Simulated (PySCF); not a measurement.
All of these have the formula C4H12BN. Method used: PySCF 2.14.0, density-fitted response routines, TDDFT CAM-B3LYP/def2-SVPD, vertical, gas phase, core orbitals frozen in the response. Geometries: PBE0-D3(BJ)/def2-SVP; one conformer of each isolated species. Triplets are in the Tamm–Dancoff approximation.

A. `CNBC(C)C`
B. `[BH3-][N@@H+](C)C1CC1`
C. `[BH3-][N@H+](C)CC=C`

Lowest singlet levels (six at most, fewer where fewer were computed) with oscillator strengths:

1. 174 nm (f 0.025); 171 nm (f 0.016); 167 nm (f 0.313); 164 nm (f 0.191); 162 nm (f 0.031); 161 nm (f 0.046); T1 4.35 eV
2. 173 nm (f 0.017); 168 nm (f 0.024); 155 nm (f 0.018); 153 nm (f 0.026); 152 nm (f 0.023); 149 nm (f 0.053); T1 7.06 eV
3. 176 nm (f 0.003); 175 nm (f 0.003); 163 nm (f 0.248); 158 nm (f 0.036); 153 nm (f 0.003); 151 nm (f 0.023); T1 5.94 eV

Question: Which spectrum belongs to which structure?

Answer: 1 = C, 2 = B, 3 = A.
- A: S1 at 7.06 eV, HOMO→LUMO (73%), HOMO→LUMO+1 (8%); Löwdin shares by element: HOMO nitrogen 52%, carbon 14% or more, boron 12%, hydrogen 5% or more (atoms not listed hold the other 16%); LUMO boron 32%, carbon 20% or more, hydrogen 6% or more (atoms not listed hold the other 42%); HOMO -9.04 and LUMO 1.13 eV.
- B: S1 at 7.18 eV, HOMO→LUMO (78%), HOMO→LUMO+1 (10%); Löwdin shares by element: HOMO hydrogen 43% or more, boron 41% (atoms not listed hold the other 16%); LUMO hydrogen 28% or more, carbon 23% or more (atoms not listed hold the other 49%); HOMO -9.04 and LUMO 0.92 eV.
- C: S1 at 7.13 eV, HOMO→LUMO (64%), HOMO→LUMO+1 (19%); Löwdin shares by element: HOMO hydrogen 43% or more, boron 40%, nitrogen 4%; LUMO carbon 65% or more, hydrogen 12% or more (atoms not listed hold the other 24%); HOMO -9.10 and LUMO 0.47 eV.
A and B have S1 within 0.13 eV of each other; their strongest listed levels stand at 7.59 eV (f 0.248) and 8.34 eV (f 0.053).
A and C have S1 within 0.07 eV of each other; their strongest listed levels stand at 7.59 eV (f 0.248) and 7.45 eV (f 0.313).
B and C have S1 within 0.06 eV of each other; their strongest listed levels stand at 8.34 eV (f 0.053) and 7.45 eV (f 0.313).
